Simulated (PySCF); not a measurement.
# Ga(2+) (gallium, charge +2): UHF calculation

Configuration: [Ar] 3d9 4s1 5s1, high-spin 4D determinant (an excited configuration). Computed with PySCF 2.14 in aug-cc-pVDZ-PP with ECP10MDF, with a scalar-relativistic core potential.

```
Total energy                                                  : -256.088629 hartree
One-electron energy                                           : -433.5057 hartree
Hartree (Coulomb) energy                                      : 197.8068 hartree
Exchange energy                                               : -20.3897 hartree
⟨S²⟩                                                          : 3.7500
⟨L²⟩                                                          : 6.003
Sum of ⟨r⟩                                                    : 18.80 bohr
Sum of ⟨r²⟩                                                   : 38.23 bohr²
Traceless quadrupole moment −½Σ⟨3z² − r²⟩ along its main axis : -0.387 e·bohr²
```

| shell | electrons | mean orbital energy (hartree) | spread (hartree) | rms radius, mean of both spins (bohr) |
| --- | --- | --- | --- | --- |
| 3s α | 1 | -8.20348 | 0 | 0.696 |
| 3s β | 1 | -8.05160 | 0 | 0.696 |
| 3p α | 3 | -6.16129 | 0.10785 | 0.732 |
| 3p β | 3 | -5.99584 | 0.07697 | 0.732 |
| 3d α | 5 | -2.70671 | 0.11757 | 0.859 |
| 3d β | 4 | -2.62845 | 0.09027 | 0.859 |
| 4s α | 1 | -1.38773 | 0 | 2.09 |
| 5s α | 1 | -0.51002 | 0 | 4.80 |

Energies and moments cover only the electrons outside the core potential. The outer electron is Rydberg-like, and this basis confines it to a smaller radius and binds it less than a complete one would.
